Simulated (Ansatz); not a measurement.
The cluster Li9⁺, relaxed as a singlet with RKS PBE0/def2-TZVP in Ansatz, starting from the GFN1-xTB geometry. Force threshold 0.02 eV/Å.

The restricted singlet is unstable towards broken spin symmetry in Hartree–Fock (as tested in another run); at PBE0/def2-TZVP this wasn't settled. Another isomer (singlet) lies 0.41 eV lower at PBE0/def2-TZVP; other spin states weren't run for this one.

Start:

```xyz
9

Li    2.587   -1.549    0.044
Li    1.140    0.372   -0.693
Li   -1.183    0.725    0.448
Li    0.648    2.546    0.681
Li    0.023   -1.746    0.530
Li    0.865    0.168    2.021
Li   -0.622    1.796   -1.907
Li   -2.550   -1.393    0.642
Li   -0.908   -0.920   -1.766
```

| step | energy (eV) | largest force component (eV/Å) | SCF passes |
| --- | --- | --- | --- |
| 1 | -1831.9390 | 0.763 | 14 |
| 2 | -1832.6123 | 0.353 | 19 |
| 3 | -1832.8347 | 0.089 | 18 |
| 4 | -1832.8620 | 0.055 | 19 |
| 5 | -1832.8738 | 0.027 | 19 |
| 6 | -1832.8857 | 0.031 | 19 |
| 7 | -1832.9003 | 0.031 | 19 |
| 8 | -1832.9178 | 0.028 | 19 |
| 9 | -1832.9312 | 0.020 | 19 |
| 10 | -1832.9357 | 0.041 | 19 |
| 11 | -1832.9371 | 0.009 | 15 |
| 12 | -1832.9376 | 0.005 | 14 |
| 13 | -1832.9378 | 0.006 | 13 |

Force components are those of the run's own axes.

End:

```xyz
9

Li    2.418   -2.076   -1.203
Li    1.395    0.471   -0.268
Li   -1.216    0.695    0.522
Li    0.471    3.081    0.670
Li    0.136   -1.866    1.006
Li    0.883    0.597    2.737
Li   -0.506    1.877   -2.200
Li   -2.978   -1.601    0.406
Li   -0.602   -1.178   -1.670
```

Bonds lost: Li4–Li6, Li4–Li7 (atoms count from 1). Metal–metal contacts that move far: Li5–Li8 2.60 to 3.18 Å, Li1–Li5 2.62 to 3.18 Å, Li5–Li6 2.57 to 3.10 Å.

The force fell under the threshold at step 9, but the optimiser went on and released 0.007 eV more. No frequencies were taken in this run, so the end may be a saddle point.

Hardware: 4 threads of Arm Neoverse V1 on a shared host. Wall time 17 s.
